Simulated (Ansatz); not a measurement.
# Ligand exchange: C3H7ClMg + GeH2Cl2 → C3H8Mg + GeHCl3

Species: C3H7ClMg `C[CH](C)[Mg][Cl]`, singlet; GeH2Cl2 `[Cl][GeH2][Cl]`, singlet; C3H8Mg `C[CH](C)[MgH]`, singlet; GeHCl3 `[Cl][GeH]([Cl])[Cl]`, singlet. The partners trade Cl for H: Mg–Cl and Ge–H bonds give way to Mg–H and Ge–Cl.

Shapes, held fixed at every level: PBE0-D4/def2-TZVP. Programs: Ansatz 0.2.0. The zero-point and thermal change to 298 K, harmonic and unscaled (PBE0-D4/def2-TZVP), is -7.2 kJ/mol.

```csv
level,kind,ΔH(298 K) (kJ/mol),less CCSD(T)/def2-TZVPP
HF/def2-SVP,Hartree–Fock,+155.9,+25.3
HF/def2-TZVPP,Hartree–Fock,+143.5,+12.9
r2SCAN0-D4/def2-TZVPP,global hybrid,+135.3,+4.7
wB97X-V/def2-TZVPP,range-separated hybrid,+130.6,0.0
MP2/def2-SVP,perturbation theory,+145.6,+15.0
CCSD(T)/def2-SVP,coupled cluster or CI,+143.2,+12.6
CCSD/def2-TZVPP,coupled cluster or CI,+133.9,+3.3
CCSD(T)/def2-TZVPP,coupled cluster or CI,+130.6,0.0
```

The highest level, CCSD(T)/def2-TZVPP, gives ΔH(298 K) = +130.6 kJ/mol; the levels span +130.6 to +155.9. The column of differences is taken from that level and isn't an error. No measured value is set beside it here. Relativity is left out for Ge unless named. Correlated rows may include outer-core shells of Ge, Mg, which these sets cover unevenly.
